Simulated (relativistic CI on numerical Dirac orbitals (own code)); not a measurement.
**Hyperfine structure of Sb⁹⁺, mass number 125**

Computed by Dirac-Coulomb-Breit CI, separate exchange-only KLI orbitals for each configuration, model QED (radiative potential, 1s self-energy scaled to tabulated hydrogen-like ionisation energies), unscaled Slater integrals (own radial code, finite nucleus).

CI space (outside the closed core [Ar] 3d10): 4s²4p⁶4d⁶, 4s²4p⁵4d⁷, 4s²4p⁶4d⁵4f, 4s²4p⁶4d⁵5s, 4s²4p⁴4d⁸, 4s²4p⁶4d⁵5p, 4s4p⁶4d⁷, 4s²4p⁶4d⁴5s², 4s²4p⁶4d⁴5s5p, 4s²4p⁶4d⁵5d, 4s²4p⁶4d⁴5p², 4p⁶4d⁸, 4s²4p⁶4d⁵6s, 4s²4p⁶4d⁵6p, 4s²4p⁶4d⁵6d, 4s4p⁵4d⁸. Levels of other configurations are missing.

Nuclear spin I = 7/2, μ = 2.63 μN (tables of Stone and Pyykkö). The electronic factors are computed for point nuclear moments, without core polarisation or the Bohr-Weisskopf and QED corrections.

```
        Level  E (eV)  A (MHz)
4s²4p⁶4d⁶ ⁵D4  0.0000    826.5
4s²4p⁶4d⁶ ⁵D3  0.7459      571
4s²4p⁶4d⁶ ⁵D2  0.9206    653.2
4s²4p⁶4d⁶ ⁵D1  1.2209    578.9
4s²4p⁶4d⁶ ³P2  3.5440    474.9
4s²4p⁶4d⁶ ³H5  4.2401     1285
4s²4p⁶4d⁶ ³H6  4.2594     1368
4s²4p⁶4d⁶ ³F3  4.5290     1481
```

Levels with J = 0, under 50 % of one LS term, or S terms without an open s electron are left out. Small factors come from cancelling terms and can be off by tens of per cent or more.

At this charge energies of transitions that change n are usually good to better than 1 %, and those within a shell (Δn = 0) to a few per cent. Terms inside the open d or f shell come out 10 to 20 % too wide with unscaled integrals. Levels and lines within the n = 5 or 6 shells can be off by up to 10 % or somewhat more, and those that change n by about 2 %, since core polarisation is missing.

(1) Give the hyperfine levels of 4s²4p⁶4d⁶ ⁵D4 relative to its centre of gravity.

## Answers

(1) With K = F(F + 1) − I(I + 1) − J(J + 1), E = AK/2: F = 1/2: -14460, F = 3/2: -13220, F = 5/2: -11160, F = 7/2: -8265, F = 9/2: -4546, F = 11/2: 0, F = 13/2: 5372, F = 15/2: 11570 MHz.

LS names give the leading component of a level, which can be under half, so a name can repeat, a term be missing and a line seem to break the LS rules.
